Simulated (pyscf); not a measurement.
:HSn–SnH₃, singlet

Gas-phase minimum from PySCF at ωB97X-D3(BJ)/def2-SVP, one conformer. Other isomers of :HSn–SnH₃ [singlet] were not searched in full and may lie lower. 

SMILES: [SnH][SnH3]
```xyz
6

Sn     2.3644     0.2378     0.3690
Sn    -0.2274     0.0236    -0.6291
H      1.7905     1.5428     1.4191
H     -0.4235    -1.1852    -1.8321
H     -1.3440    -0.3493     0.6205
H     -0.7485     1.4997    -1.3337
```
Charge 0, spin multiplicity 1.

Bond lengths (Å): Sn1–Sn2 2.786, Sn1–H3 1.771, Sn2–H4 1.717, Sn2–H5 1.717, Sn2–H6 1.717. Bond angles (°): Sn2–Sn1–H3 88.1, Sn1–Sn2–H4 114.3, Sn1–Sn2–H5 111.2, Sn1–Sn2–H6 111.3, H4–Sn2–H5 106.4, H4–Sn2–H6 106.4, H5–Sn2–H6 106.7.

Properties at ωB97X-D3(BJ)/def2-SVP:

| Property | Value |
|---|---|
| Harmonic wavenumbers, unscaled | 89, 190, 286, 310, 557, 699, 756, 763, 1772, 1925, 1928, 1933 cm⁻¹ |
| Zero-point energy | 16.0 kcal/mol |
| Rotational symmetry number | 1 |
| Entropy of this conformer at 298 K and 1 atm, rigid rotor and harmonic oscillator, modes under 100 cm⁻¹ raised to 100 | 328.2 J/(mol K) |
| Dipole moment | 1.38 D |

Single-point totals, which compare only within one level (frozen core for MP2 and CC):

```json
[
 {"level": "ωB97X-D3(BJ)/def2-TZVP", "total energy (hartree)": "-431.13492"},
 {"level": "PBE/def2-TZVP", "total energy (hartree)": "-430.95145"},
 {"level": "r²SCAN/def2-TZVP", "total energy (hartree)": "-431.12274"},
 {"level": "B3LYP-D3(BJ)/def2-TZVP", "total energy (hartree)": "-431.13228"},
 {"level": "PBE0-D3(BJ)/def2-TZVP", "total energy (hartree)": "-430.97788"},
 {"level": "M06-2X/def2-TZVP", "total energy (hartree)": "-430.80941"},
 {"level": "ωB97M-D3(BJ)/def2-TZVP", "total energy (hartree)": "-431.04064"},
 {"level": "HF/def2-TZVPP", "total energy (hartree)": "-428.99573"},
 {"level": "MP2/def2-TZVPP", "total energy (hartree)": "-429.64586"},
 {"level": "CCSD/def2-TZVPP", "total energy (hartree)": "-429.65721"},
 {"level": "CCSD(T)/def2-TZVPP", "total energy (hartree)": "-429.67546"}
]
```

Soft torsions are taken as harmonic, which can shift the entropy by several J/(mol K). The CCSD(T) − MP2 part came from Ansatz, without density fitting, on the same reference. The frozen core leaves the outer d or s,p core shells of the metals and heavy elements correlated in the MP2 and CC values, and def2-TZVPP describes them poorly, so these totals are far from the basis limit. Elements past Kr carry the def2 core potentials, without spin-orbit coupling.
